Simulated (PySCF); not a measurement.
P²⁺: excitation energy

P²⁺ [Ne] 3s2 3p1 (2P) → P²⁺ [Ne] 3s1 3p2 (4P), as a difference of total energies. Computed with PySCF 2.14 in def2-QZVPPD, with no relativity, point nucleus. Correlated levels: valence: [Ne] frozen; valence and next inner shell: 1s2 frozen. The calculations carry no spin-orbit coupling.

```csv
method,excitation energy (eV)
UHF,5.416
LDA,7.034
PBE,6.905
PBE0,6.715
r2SCAN,6.159
HSE06,6.734
CAM-B3LYP,7.179
revPBE,6.798
BLYP,7.298
MP2 (valence),6.446
SCS-MP2 (valence),6.848
MP2 (valence and next inner shell),6.664
SCS-MP2 (valence and next inner shell),7.014
```

How much does correlation contribute at MP2 (valence and next inner shell)?

6.664 − (5.416) = 1.248 eV, measured against UHF.

A first-order spin-orbit estimate (lowest level to lowest level, LS coupling) adds 0.005 eV.
